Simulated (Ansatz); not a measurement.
`BBCl` + CH₃OH → `COBCl` + BH₃ at 298.15 K and 1 bar (cleavage of the B–B bond).

Program: Ansatz. Geometries: PBE0-D4/def2-TZVP. ΔE: electronic, gas phase. CCSD(T)/CBS is the MP2 limit (def2-TZVPP, def2-QZVPP) plus CCSD(T) − MP2 in def2-TZVPP, frozen cores. This one scheme is used for every species. One conformer a species, not always the lowest.

| species | CCSD(T)/CBS energy (Eh) | H − E (kJ/mol) | S (J/(mol·K)) |
| --- | --- | --- | --- |
| `BBCl` | -511.15624 | 100.6 | 279.9 |
| CH₃OH | -115.61712 | 146.3 | 238.2 |
| `COBCl` | -600.27977 | 165.6 | 302.8 |
| BH₃ | -26.55200 | 78.7 | 188.3 |

H − E and S are ideal-gas, rigid-rotor, harmonic terms from PBE0-D4/def2-TZVP, for one conformer and one mirror image of each species. 1 Eh = 2625.50 kJ/mol, R = 8.31446 J/(mol·K).

**Question.** By hand: ΔE, ΔH, ΔS and ΔG.

**Answer.** ΔE = (-600.27977) + (-26.55200) − (-511.15624) − (-115.61712) = -0.05841 Eh = -153.4 kJ/mol. Δ(H − E) = 165.6 + 78.7 − 100.6 − 146.3 = -2.6, so ΔH = -156.0 kJ/mol. ΔS = 302.8 + 188.3 − 279.9 − 238.2 = -27.0 J/(mol·K). ΔG = -156.0 − 298.15 × (-27.0)/1000 = -147.9 kJ/mol.

**Question.** By hand: the equilibrium constant, and the temperature at which ΔG would vanish if ΔH and ΔS stayed fixed.

**Answer.** log₁₀ K = −ΔG/(RT ln 10) = 25.9. ΔG = 0 at ΔH/ΔS = 5778 K, far beyond where these terms or the molecules hold.

ΔH outweighs TΔS. A doubt of 5 kJ/mol in ΔE shifts log₁₀ K by 0.9 here. Other conformers and mirror images would add mixing entropy, several J/(mol·K) or more a flexible species. These are equilibria of isolated gas molecules and say nothing of rates. Largest T1 diagnostic: 0.012 (customary marks: 0.02 for closed shells, 0.045 for open ones).
